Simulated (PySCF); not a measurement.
Radial density of Cr (chromium, neutral)

BHandHLYP, [Ar] 3d4 4s2, high-spin 5D determinant (an excited configuration). All numbers are calculated (PySCF 2.14, the spin-free X2C one-electron Hamiltonian (Gaussian nucleus), in ANO-RCC-VTZP (6s5p3d2f1g, 59 functions)).

```tsv
r (bohr)	4πr²ρ (e/bohr)	4πr²(ρα − ρβ)
0.000867	0.1252	0.0000
0.00146	0.3203	0.0000
0.00245	0.8058	0.0000
0.00413	1.972	0.0001
0.00694	4.611	0.0002
0.0117	9.932	0.0004
0.0196	18.54	0.0008
0.0330	27.14	0.0010
0.0556	27.53	0.0010
0.0935	21.89	0.0070
0.157	28.33	0.0682
0.264	27.50	0.4365
0.445	10.88	1.6759
0.748	13.35	3.0764
1.26	6.842	2.2689
2.12	1.532	0.6996
3.56	0.6407	0.0684
5.99	0.07870	-0.0095
10.1	0.001026	-0.0004
```

Densities and radii are taken from the X2C orbitals without a picture-change correction, which distorts them close to the nucleus.

(1) Where is the radial spin density 4πr²(ρα − ρβ) most negative, and why is it negative at all?

Results:

(1) Around r = 5.99 bohr, down to -0.0095 e/bohr: exchange with the open shell polarises the paired shells in an unrestricted calculation.
